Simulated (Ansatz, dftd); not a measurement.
Species: BH2S, charge 0, doublet. BH2S (SMILES B[S], doublet).
B3LYP-D3(BJ)/def2-TZVP minimum from Ansatz (an electronic-structure program):
```
B
H 1 1.1949
H 1 1.1949 2 120.46
S 1 1.7236 2 119.77 3 -180.00
```
Charge 0, spin multiplicity 2.

Quantity: atomisation energy (electronic, to ground-state atoms), in kJ/mol. Radicals and triplets start from unrestricted determinants; spin-orbit coupling is neglected. CBS(X,Y): correlation extrapolated as X^-3, Hartree-Fock from the larger set (Q,5: extrapolated as (X+1)exp(-9√X)). A bracket is a step between two methods taken in the basis named. Functionals run without relativity, which enters their misses. 'core' is core correlation in cc-pwCVTZ (1s frozen past Ne), 'X2C' scalar relativity in cc-pVTZ-DK, both at CCSD(T). For partners of very few electrons the exact lower level stands in for a higher one.

Compared with CCSD(T)/CBS(cc-pV(Q+d)Z,cc-pV(5+d)Z) + [CCSDT(Q) - CCSD(T)]/cc-pV(T+d)Z + [CCSDTQ - CCSDT(Q)]/cc-pV(D+d)Z + core + X2C (Ansatz).

Problem. Rank these levels by how close they come to it, closest first: PBE0/def2-TZVPD (Ansatz); r2SCAN-D3(BJ)/def2-TZVPD (Ansatz + dftd3); B3LYP-D3(BJ)/def2-TZVPD (Ansatz + dftd3); PBE0-D3(BJ)/def2-TZVPD (Ansatz + dftd3).

Solution. PBE0/def2-TZVPD (1215.0 kJ/mol, difference 14.5), PBE0-D3(BJ)/def2-TZVPD (1219.1 kJ/mol, difference 18.6), B3LYP-D3(BJ)/def2-TZVPD (1221.3 kJ/mol, difference 20.8), r2SCAN-D3(BJ)/def2-TZVPD (1234.5 kJ/mol, difference 34.0)
